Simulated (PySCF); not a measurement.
Input of a run (PBE0-D3(BJ)/def2-SVP geometry optimisation, gas phase (PySCF 2.14.0)), started from GFN2-xTB:
```
{"job": {"xc": "PBE0", "basis": "def2-SVP", "d3": "d3bj", "grid": 1, "shake": 0.01, "kind": "geom"}, "charge": 0, "multiplicity": 1}
C      2.888040    -0.367620     1.079900
C      1.698250    -0.209440     0.789950
C      0.375130    -0.051850     0.465580
C     -0.743220     0.093780     0.183360
B     -2.233470     0.261820    -0.179410
F     -2.766780     1.456340    -0.406960
F     -3.058180    -0.747100    -0.269310
H      3.895360    -0.455070     1.319250
```

Output (energies in Eh, forces in Eh/bohr):
```
step   0  E = -376.86327212  max force = 0.148110
step   1  E = -376.87266190  max force = 0.016741
step   2  E = -376.87308507  max force = 0.003723
step   3  E = -376.87286157  max force = 0.016511
step   4  E = -376.87339353  max force = 0.007064
step   5  E = -376.87343061  max force = 0.001138
step   6  E = -376.87345037  max force = 0.000615
step   7  E = -376.87345618  max force = 0.000323
optimisation converged
```

Task: Summarise the run.

Result: The energy falls by 6.4 kcal/mol over 8 energy and gradient evaluations, the largest force component goes from 0.1481 to 3.2e-04 Eh/bohr, and the atoms move by 0.027 Å rms after alignment. The bond that changes most is C3≡C4 (both ends alkyne carbon), which lengthens by 0.061 Å. Bonds longer at the end by more than 0.005 Å: 3 of 7; shorter: 3. Among the angles that change most is F6–B5–F7, from 115.4° to 117.9°. The energy rose by more than 1e-6 Eh at step 3. The first step brought 92 % of the lowering.

Task: What are the final bond lengths?

Result: C1≡C2 1.217 Å, C2–C3 1.368 Å, C3≡C4 1.224 Å, C4–B5 1.525 Å, B5–F6 1.316 Å, B5–F7 1.316 Å, C1–H8 1.075 Å. Numbering counts from 1 in the input's order; the species is `C#CC#CB(F)F`.

The run used 103 basis functions and 60 SCF cycles in all. Time: 23 s wall; peak memory 0.40 GiB. Hardware: an Arm Neoverse V2 with one thread, shared host with 32 logical CPUs at a one-minute load of 25.

Not checked by PBE0-D3(BJ)/def2-SVP frequencies.
